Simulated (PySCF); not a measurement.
Ligand exchange on a metal centre used in film growth or etching (Hf Cl-F). Gas-phase values, no solvent.

The HOMO from two functionals at the same geometries (r2SCAN-D4/def2-SVP), both in PySCF: PBE-D3(BJ)/def2-TZVP and B3LYP-D3(BJ)/def2-TZVP. B3LYP has the VWN-RPA correlation part, as in Gaussian. 

```json
[
 {"species": "1 of 4 Cl replaced by F", "PBE-D3(BJ)/def2-TZVP (eV)": "-8.31", "B3LYP-D3(BJ)/def2-TZVP (eV)": "-9.42"},
 {"species": "2 of 4 Cl replaced by F", "PBE-D3(BJ)/def2-TZVP (eV)": "-8.40", "B3LYP-D3(BJ)/def2-TZVP (eV)": "-9.54"},
 {"species": "3 of 4 Cl replaced by F", "PBE-D3(BJ)/def2-TZVP (eV)": "-8.56", "B3LYP-D3(BJ)/def2-TZVP (eV)": "-9.75"},
 {"species": "4 of 4 Cl replaced by F ([Hf(F)4])", "PBE-D3(BJ)/def2-TZVP (eV)": "-10.10", "B3LYP-D3(BJ)/def2-TZVP (eV)": "-11.86"}
]
```

Over these rows, drawn at random from the members with no instability flagged (it was tested for open shells, ions and some series alone), PBE minus B3LYP-D3(BJ): mean +1.30 eV, from +1.11 eV to +1.76 eV.
